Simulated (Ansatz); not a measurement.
Breaking the Si3–H4 bond in H4SiSn (SMILES [SiH3][SnH]) (multiplicity 1 held, fragments rigid). Energies count from the point at 1.489 Å.
Geometry at that point (charge 0, multiplicity 1):
```xyz
6

Sn     0.022     0.540     0.434
H     -0.413     1.519    -0.988
Si    -0.038    -1.602    -1.159
H      0.940    -1.446    -2.270
H     -1.388    -1.753    -1.768
H      0.280    -2.878    -0.465
```

Unrestricted levels (U-) break spin symmetry where that is lower. Active spaces are followed from a long bond inwards. Levels need not reach the same state.

Frozen-core correlation. Filled d and f shells under p-block atoms count as core.

Run with Ansatz (an electronic-structure program). Each number belongs to the level named beside it. In def2 rows elements past Kr take small-core potentials, without spin–orbit coupling.

Energies in kcal/mol.

```csv
R (Å),U-wB97X-V/def2-TZVPP,U-SCS-MP2/def2-TZVPP,"SC-NEVPT2 on CASSCF(2,2)/def2-TZVPP","FIC-MRCISD+Q on CASSCF(2,2)/def2-TZVPP"
1.191,28.9,28.4,29.5,28.6
1.340,5.7,5.4,6.1,5.5
1.489,0.0,0.0,0.0,0.0
1.638,3.6,3.9,3.1,3.6
1.787,12.0,12.5,10.8,11.7
2.010,28.3,29.1,25.5,27.0
2.233,45.4,51.8,40.2,42.1
2.606,70.3,74.4,59.8,62.5
2.978,81.5,82.0,72.1,75.3
3.424,85.9,84.9,79.2,82.7
4.020,87.4,85.9,82.2,85.8
4.764,87.7,86.2,82.9,86.6
```

Doubts at one or more of the structures used: a spin-contaminated determinant (U-wB97X-V/def2-TZVPP, U-SCS-MP2/def2-TZVPP).
